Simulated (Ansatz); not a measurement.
A nudged elastic band was laid between two geometries of Cl2Zn + H4Si (8 atoms, charge 0, multiplicity 1).

Computed with Ansatz, RKS BHLYP-D4/def2-SVP.

```yaml
movable_images: 7
climbing_image: yes
spring: 5.0 eV/Å²
optimiser: quadratic models (default)
start_path: through a guess of the saddle point
force_threshold: 0.03 eV/Å
iteration_limit: 60
end_points: relaxed
```

First end point:

```xyz
8
Properties=species:S:1:pos:R:3
Zn 0.396 0.048 0.400
Cl 1.635 -0.131 2.101
Cl -0.464 0.266 -1.529
Si -2.908 -0.034 1.032
H -3.144 -1.128 0.074
H -3.761 -0.185 2.230
H -3.097 1.292 0.416
H -1.492 -0.127 1.511
```

Last end point:

```xyz
8
Properties=species:S:1:pos:R:3
Zn -0.843 -0.086 -0.428
Cl 0.655 0.215 2.044
Cl 0.920 -0.146 -1.631
Si -2.962 -0.031 0.633
H -4.035 -0.735 -0.114
H -2.864 -0.667 1.977
H -3.411 1.368 0.861
H -0.295 0.083 2.893
```

(1) What changes between the two ends?

(2) What energy profile does the band end with?

(3) What is the geometry of the highest image?

(4) What are the harmonic wavenumbers there?

## Answers

(1) Bonds broken: Zn1–Cl2, Si4–H8. Bonds formed: Zn1–Si4, Cl2–H8. Cl2Zn + H4Si becomes ClH + ClH3SiZn.

(2) It converged. The highest image is number 4 of 0 to 8, 197.5 kJ/mol above the first end and 101.7 kJ/mol above the last; the last end lies 95.8 kJ/mol above the first. A vibrational analysis at the climbing image gives one clearly imaginary mode, 1195i cm⁻¹: a first-order saddle point. The orbitals stay closed-shell, which can raise the energy where a bond breaks towards radicals; this wasn't checked here.

```csv
image,path coordinate (Å),energy (kJ/mol),Zn1–Cl2 (Å),Si4–H8 (Å),Zn1–Si4 (Å)
0,0.00,0.0,2.11,1.50,3.36
1,0.62,3.4,2.11,1.49,3.45
2,1.24,16.3,2.13,1.48,3.34
3,1.86,83.9,2.20,1.54,2.91
4,2.49,197.5,2.40,1.92,2.58
5,3.16,131.4,2.72,2.42,2.41
6,3.82,100.1,2.85,2.91,2.38
7,4.49,95.8,2.89,3.47,2.37
8,5.16,95.8,2.91,3.50,2.37
```

(3) 
```xyz
8
Properties=species:S:1:pos:R:3
Zn -0.407 0.038 -0.021
Cl 0.564 -0.210 2.155
Cl 0.458 0.213 -1.949
Si -2.756 0.012 1.035
H -3.400 -1.060 0.241
H -3.063 -0.203 2.469
H -3.278 1.336 0.625
H -0.953 -0.127 1.680
```

(4) 1195i, 68, 84, 85, 156, 274, 301, 309, 436, 493, 769, 898, 962, 969, 1317, 2286, 2294, 2299 cm⁻¹.

Run time: 5.6 min on 2 threads of Arm Neoverse V1 (shared host), peak memory 0.26 GiB.
